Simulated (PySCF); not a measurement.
# Fine-structure interval along the 9-electron series

Calculated with PySCF 2.14 and a two-component X2C-1e Hamiltonian (Gaussian nucleus, no Breit or QED terms), each ion in its own even-tempered basis scaled to its charge; GMP2 freezes nothing and drops the highest virtual spinors. Values in cm⁻¹.

```
  ion  configuration  GHF (screened spin-orbit)  GMP2 (screened spin-orbit)  GHF (bare spin-orbit)
Cd³⁹⁺   [He] 2s2 2p5                    1629000                     1629900                1702900
Sn⁴¹⁺   [He] 2s2 2p5                    1951000                     1952000                2036100
```

Fill in the row of In⁴⁰⁺.

configuration: [He] 2s2 2p5; GHF (screened spin-orbit): 1784400; GMP2 (screened spin-orbit): 1785300; GHF (bare spin-orbit): 1863700.
